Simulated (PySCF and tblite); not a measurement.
Results of a calculation; reference values are marked as such.
## Dynamics report: ring inversion

System: C7H13B, numbered as in [CH2:1]=[CH:2][CH2:3][B:4]1[CH2:5][CH2:6][CH2:7][CH2:8]1.

Motion: inversion of the 5-membered ring (4–5–6–7–8). Level: PBE0/pcSseg-1 + D3(BJ), IEF-PCM water on GFN2-xTB stationary points, with GFN2-xTB thermal terms. Rates follow Eyring's equation with the number of equivalent paths and no tunnelling. Run with tblite and PySCF.

```tsv
point	symmetry	E(GFN2) kcal/mol	E(DFT) kcal/mol	ZPE change kcal/mol	lowest mode cm⁻¹	dipole D
start (twist)	C1	0.0	0.0	0.00	33	0.74
saddle (flat)	C1	2.9	3.7	-0.22	167i	0.66
end (twist)	C1	0.1	0.1	-0.05	9	0.75
```

```json
{"Electronic barrier": "3.7 kcal/mol", "Barrier with zero-point energy": "3.5 kcal/mol", "ΔH‡ (298 K)": "3.2 kcal/mol", "ΔS‡ (298 K, symmetry apart)": "-1.1 cal/(mol K)", "Paths": "1 equivalent path", "End point": "a different minimum", "Mean lifetime of the start against this motion at 298 K": "65 ps", "Cost": "92 s on 1 thread of Arm Neoverse V2, on a host shared with other jobs (rough), peak memory 1.1 GiB, launched as `OMP_NUM_THREADS=1 python ens_run.py task.json out`"}
```

```
T/K  ΔG‡ kcal/mol     k s⁻¹  ΔG kcal/mol  k back s⁻¹
200           3.4   7.3×10⁸         -0.2     4.2×10⁸
250           3.5   4.7×10⁹         -0.3     2.6×10⁹
298           3.5  1.6×10¹⁰         -0.3     8.6×10⁹
350           3.6  3.9×10¹⁰         -0.4    2.1×10¹⁰
400           3.8  7.5×10¹⁰         -0.5    4.1×10¹⁰
```

ΔG and ΔG‡ leave out symmetry numbers and mirror images; rates count paths: 1 out, 1 back.
